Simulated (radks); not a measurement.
The numbers below are computed, except where a source is named.
Spherical quantum dot in the effective-mass picture: electrons in a hard-walled sphere of radius 1.79, all in effective atomic units (hartree* = m*/eps^2 hartree, bohr* = eps/m* bohr), one dielectric constant everywhere. Level of theory: non-relativistic Kohn-Sham, r2SCAN, spin-polarised, spherical densities, generalised Kohn-Sham scheme (a radial shooting solver with Libxc functionals). Levels are named by radial order and angular momentum (1s, 1p, 1d, 2s, ...), and open shells are averaged over m.

N = 13, configuration 1s2 1p6 1d(up 5, down 0). This is the lowest configuration that the search found. Occupied and some empty levels:

level    occupation  eigenvalue (hartree*)  <r> (bohr*)
1s up             1                 11.189        1.048
1s down           1                 11.393        1.031
1p up             3                 12.365        1.147
1p down           3                 12.630        1.140
1d up             5                 14.130        1.216
1d down           0                 14.438        1.213
2s up             0                 16.146       0.8392
2s down           0                 16.297       0.8545
1f up             0                 16.399        1.267
1f down           0                 16.737        1.267
2p up             0                 19.163       0.9492
2p down           0                 19.339       0.9515

Energy (hartree*): total 105.633, kinetic 49.817, external 0, Hartree 66.359, exchange-correlation -10.543.
